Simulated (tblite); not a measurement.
Isomers of C6H15PSi. Method: GFN2-xTB as coded in tblite; computed harmonic values from a numerical Hessian at the method's own geometry, unscaled. Against measured fundamentals such values can be off by several per cent, at times by over 20. Modes of hydrogen on silicon can be 10 to 20 % off. One conformer each.

Electronic energies: GFN2-xTB at the same geometries; isomer energies are rough at this level and their order can be wrong.

```tsv
SMILES	electronic energy, lowest = 0 (kcal/mol)
CCP1C[C@@H](C)[C@@H]1[SiH3]	6.2
CC[C@@H]1CP([SiH3])[C@@H]1C	0.0
C=C(C)P(CC)C[SiH3]	23.5
```

Task: How do GFN2-xTB zero-point energies change the relative energies?

Result: 
```csv
SMILES,ZPE (kcal/mol),of it from modes above 1550 cm⁻¹,electronic (kcal/mol),"with ZPE, lowest = 0 (kcal/mol)",lowest mode (cm⁻¹),rings
CC[C@@H]1CP([SiH3])[C@@H]1C,119.5,60.9,0.0,0.0,15i,1
CCP1C[C@@H](C)[C@@H]1[SiH3],118.7,60.9,6.2,5.3,67,1
C=C(C)P(CC)C[SiH3],116.5,63.6,23.5,20.4,31,0
```

The zero-point energies span 3.0 kcal/mol, from `C=C(C)P(CC)C[SiH3]` to `CC[C@@H]1CP([SiH3])[C@@H]1C`. Slightly imaginary modes are left out of the zero-point energy: `CC[C@@H]1CP([SiH3])[C@@H]1C` 14.7i cm⁻¹. The order is unchanged.
